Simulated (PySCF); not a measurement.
Does the answer move with the share of exact exchange?

C3H5AlO2.
SMILES with atom numbers: `[CH:1]1=[CH:2][O:3][AlH2-:4][O+:5]=[CH:6]1` (hydrogens: H7 on C1; H8 on C2; H9, H10 on Al4; H11 on C6)

Geometry (PBE0-D3(BJ)/def2-SVP, Å), atoms numbered from 1 in this order:
```xyz
11
C3H5AlO2 angstrom
C      1.353    0.421    0.002
C      1.052   -0.925    0.226
O     -0.108   -1.430    0.245
Al    -1.734   -0.539   -0.011
O     -0.899    1.117   -0.265
C      0.343    1.359   -0.232
H      2.393    0.745    0.008
H      1.885   -1.628    0.404
H     -2.374   -1.014   -1.384
H     -2.532   -0.511    1.360
H      0.632    2.411   -0.405
```

PySCF, pcSseg-2 basis, density fitting, gas phase, PBE0-D3(BJ)/def2-SVP geometry. One functional is left out:

```
functional  exact exchange (%)  HOMO energy (eV)  LUMO energy (eV)  dipole moment (D)
     B97-D                   0             -6.21             -3.31              4.148
      BLYP                   0             -6.10             -3.27              4.102
      BP86                   0             -6.31             -3.49              4.082
       LDA                   0             -6.28             -3.66              4.085
      OPBE                   0             -6.17             -3.29              3.954
       PBE                   0             -6.21             -3.40              4.023
     B97-2                  21             -7.13             -2.53              4.258
      PBE0                  25             -7.35             -2.48              4.247
  mPW1PW91                  25             -7.38             -2.50              4.271
 BHandHLYP                  50             -8.42             -1.43              4.519
```

**Question.** Predict the row of B3LYP (20 % exact exchange) by straight lines through the other rows, and check it.

**Answer.** 
| property | line | computed | computed − line | B97-2 (21 %), for comparison |
| --- | --- | --- | --- | --- |
| HOMO energy (eV) | -7.11 | -7.18 | -0.07 | -7.13 |
| LUMO energy (eV) | -2.63 | -2.71 | -0.08 | -2.53 |
| dipole moment (D) | 4.238 | 4.282 | +0.044 | 4.258 |

**Question.** Which of these properties follows the share of exact exchange most closely, and which least?

**Answer.** Most closely the HOMO energy, least the dipole moment; the correlations over the tabulated rows are HOMO energy -0.997, LUMO energy 0.985, dipole moment 0.945. The HOMO energy moves by -0.446 eV for every 10 %. Functionals with the same share still differ in their other parts: at 0 % BLYP and BP86 differ by 0.21 eV in it.
